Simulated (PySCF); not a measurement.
MgO, singlet, at a GFN2-xTB geometry (such geometries of metal compounds can be far from the true shape); PySCF with SVWN5/6-31G*.

Here is a job for PySCF.
```python
from pyscf import gto, scf, dft

mol = gto.M(
    atom='''
Mg   -0.00000000   -0.00000000   -0.65696814
O     0.00000000    0.00000000    0.98545221
''',
    basis='6-31g*',
    verbose=4,
)

mf = dft.UKS(mol)
mf.xc = 'lda,vwn'
mf.kernel()
```

The log (banner, timings and long lists left out):

```
PySCF version 2.14.0

[INPUT] verbose = 4
[INPUT] num. atoms = 2
[INPUT] num. electrons = 20
[INPUT] charge = 0
[INPUT] spin (= nelec alpha-beta = 2S) = 0
[INPUT] symmetry False subgroup None
[INPUT] Mole.unit = angstrom
[INPUT] Symbol           X                Y                Z      unit          X                Y                Z       unit  Magmom
[INPUT]  1 Mg     0.000000000000   0.000000000000  -0.656968140000 AA    0.000000000000   0.000000000000  -1.241489857165 Bohr   0.0
[INPUT]  2 O      0.000000000000   0.000000000000   0.985452210000 AA    0.000000000000   0.000000000000   1.862234785747 Bohr   0.0

nuclear repulsion = 30.9305789156351
number of shells = 14
number of NR pGTOs = 78
number of NR cGTOs = 32
basis = 6-31g*
ecp = {}

******** <class 'pyscf.dft.uks.UKS'> ********
method = UKS
initial guess = minao
damping factor = 0
level_shift factor = 0
DIIS = <class 'pyscf.scf.diis.CDIIS'>
diis_start_cycle = 1
diis_space = 8
diis_damp = 0
SCF conv_tol = 1e-09
SCF conv_tol_grad = None
SCF max_cycles = 50
direct_scf = True
direct_scf_tol = 1e-13
number electrons alpha = 10  beta = 10
XC library pyscf.dft.libxc version 7.1.2
    S. Lehtola, C. Steigemann, M. J. T. Oliveira, and M. A. L. Marques,  SoftwareX 7, 1–5 (2018)
XC functionals = lda,vwn
    P. A. M. Dirac,  Math. Proc. Cambridge Philos. Soc. 26, 376 (1930)
    F. Bloch,  Z. Phys. 57, 545 (1929)
    S. H. Vosko, L. Wilk, and M. Nusair,  Can. J. Phys. 58, 1200 (1980)
radial grids:
    Treutler-Ahlrichs [JCP 102, 346 (1995); DOI:10.1063/1.469408] (M4) radial grids

becke partition: Becke, JCP 88, 2547 (1988); DOI:10.1063/1.454033
pruning grids: <function nwchem_prune>
grids dens level: 3
symmetrized grids: False
atomic radii adjust function: <function treutler_atomic_radii_adjust>
small_rho_cutoff = 0
Set gradient conv threshold to 3.16228e-05
tot grids = 32664
init E= -273.772006828027
cycle= 1 E= -273.231059894555  delta_E= 0.541  |g|= 0.934  |ddm|= 1.12
cycle= 2 E= -265.561546882586  delta_E= 7.67  |g|= 2.26  |ddm|= 2.42
cycle= 3 E= -273.5472572426  delta_E= -7.99  |g|= 0.445  |ddm|= 2.32
cycle= 4 E= -272.760636945635  delta_E= 0.787  |g|= 1.24  |ddm|= 1.34
cycle= 5 E= -273.053175134189  delta_E= -0.293  |g|= 1.07  |ddm|= 0.179
cycle= 6 E= -273.132601244384  delta_E= -0.0794  |g|= 1.01  |ddm|= 0.0485
cycle= 7 E= -273.196223929059  delta_E= -0.0636  |g|= 0.96  |ddm|= 0.0438
cycle= 8 E= -273.7162739552  delta_E= -0.52  |g|= 0.0528  |ddm|= 0.669
cycle= 9 E= -273.714076158984  delta_E= 0.0022  |g|= 0.0787  |ddm|= 0.0576
cycle= 10 E= -273.717150264006  delta_E= -0.00307  |g|= 0.0279  |ddm|= 0.0434
cycle= 11 E= -273.717571042437  delta_E= -0.000421  |g|= 0.00298  |ddm|= 0.0196
cycle= 12 E= -273.717575615892  delta_E= -4.57e-06  |g|= 0.000344  |ddm|= 0.00197
cycle= 13 E= -273.717575682475  delta_E= -6.66e-08  |g|= 1.72e-06  |ddm|= 0.000283
cycle= 14 E= -273.717575682514  delta_E= -3.95e-11  |g|= 1.62e-06  |ddm|= 1.63e-05
Extra cycle  E= -273.717575682538  delta_E= -2.36e-11  |g|= 4.65e-06  |ddm|= 1.58e-05
converged SCF energy = -273.717575682538  <S^2> = 7.3700036e-08  2S+1 = 1.0000001
```
